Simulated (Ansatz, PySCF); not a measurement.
Bi(Br)(Me)2 (C2H6BiBr), SMILES [CH3][Bi]([CH3])[Br]. Atoms are numbered in the order given.

```xyz
10

Bi    -0.0105     0.3747     0.5162
Br     0.0966    -1.8523    -0.9453
C      1.5596     1.4699    -0.7413
H      2.5584     1.0886    -0.4898
H      1.4994     2.5473    -0.5245
H      1.3378     1.2798    -1.7995
C     -1.7298     1.2812    -0.6955
H     -2.6708     0.7871    -0.4185
H     -1.5161     1.1178    -1.7599
H     -1.7886     2.3583    -0.4772
```
Charge 0, spin multiplicity 1.

Coordinates come from a B3LYP-D3(BJ)/def2-SVP optimisation. The def2 effective core potentials stand for the cores of Bi; spin–orbit coupling is left out.

Two levels are set side by side: PBE-D3(BJ)/def2-SVP (Ansatz, a program for electronic structure) and B3LYP-D3(BJ)/def2-SVP (Ansatz). Each level has its own optimised geometry; the coordinates shown are those of the second. Frequencies come from the Hessian of PySCF at each geometry. Differences are taken from unrounded values.

| quantity | B3LYP-D3(BJ) | PBE-D3(BJ) | PBE-D3(BJ) minus B3LYP-D3(BJ) |
|---|---|---|---|
| mean bond length (Å) | 1.538 | 1.543 | 0.006 |
| bond Bi1–Br2 (Å) | 2.666 | 2.662 | -0.003 |
| bond Bi1–C3 (Å) | 2.290 | 2.294 | 0.004 |
| bond Bi1–C7 (Å) | 2.290 | 2.294 | 0.004 |
| bond C3–H4 (Å) | 1.098 | 1.106 | 0.008 |
| bond C3–H5 (Å) | 1.101 | 1.108 | 0.008 |
| bond C3–H6 (Å) | 1.098 | 1.106 | 0.008 |
| bond C7–H8 (Å) | 1.098 | 1.106 | 0.008 |
| bond C7–H9 (Å) | 1.098 | 1.106 | 0.008 |
| bond C7–H10 (Å) | 1.101 | 1.108 | 0.008 |
| highest harmonic wavenumber (cm⁻¹) | 3178 | 3124 | -54 |
| mean harmonic wavenumber (cm⁻¹) | 1311 | 1278 | -33 |
| zero-point energy (kcal/mol) | 44.99 | 43.84 | -1.15 |

GGA bonds tend to be longer and softer than those of functionals with exact exchange. Differences between two approximate levels are no errors against the true value.
